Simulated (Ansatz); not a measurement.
HO4S, charge -1, singlet, at a GFN2-xTB geometry (a gas-phase anion, which may not be bound at this level). Base run: B3LYP/def2-SV(P) (Ansatz, a program for electronic structure).

Ansatz was given this input:
Ansatz 0.2 input:
```yaml
crystal:
  periodic: [false, false, false]
  atoms:
    - {symbol: O, position_ang: [1.38992049, -0.28176098, -0.58148330]}
    - {symbol: S, position_ang: [-0.13445586, 0.02400851, 0.02026324]}
    - {symbol: O, position_ang: [0.12119981, -0.01438956, 1.45858623]}
    - {symbol: O, position_ang: [-0.97063154, -1.05348789, -0.46961795]}
    - {symbol: O, position_ang: [-0.49393968, 1.33543365, -0.48378888]}
    - {symbol: H, position_ang: [1.77890124, -0.27049776, 0.28621944]}
basis:
  gaussian:
    orbitals: def2-SV_P_.json
hamiltonian:
  xc: b3lyp
total_charge: -1
```
The basis file holds def2-SV(P) in the JSON format of the Basis Set Exchange.

Variants of this job, named by their change:

```json
[
 {"change": "base", "ΔE vs base (mEh)": "0.000"},
 {"change": "final_grid = 14, 28, 59", "ΔE vs base (mEh)": "0.000"},
 {"change": "point_charge = charge:1.0 position_ang:0.0477, 3.3259, -3.2117", "ΔE vs base (mEh)": "-123.6"},
 {"change": "lower_state_search = full", "ΔE vs base (mEh)": "0.000"},
 {"change": "accuracy = high", "ΔE vs base (mEh)": "-0.003"},
 {"change": "forces = on", "ΔE vs base (mEh)": "0.000"},
 {"change": "final_grid = 4, 8, 17", "ΔE vs base (mEh)": "0.117"},
 {"change": "point_charge = charge:-1.0 position_ang:4.7562, 1.3279, -0.2257", "ΔE vs base (mEh)": "92.243"},
 {"change": "final_grid = 6, 12, 29", "ΔE vs base (mEh)": "0.001"},
 {"change": "point_charge = charge:0.5 position_ang:-3.9178, -1.7924, 1.1673", "ΔE vs base (mEh)": "-62.695"},
 {"change": "lower_state_search = off", "ΔE vs base (mEh)": "0.000"}
]
```

A gas-phase anion may not be bound at this level; its values then depend on the basis.
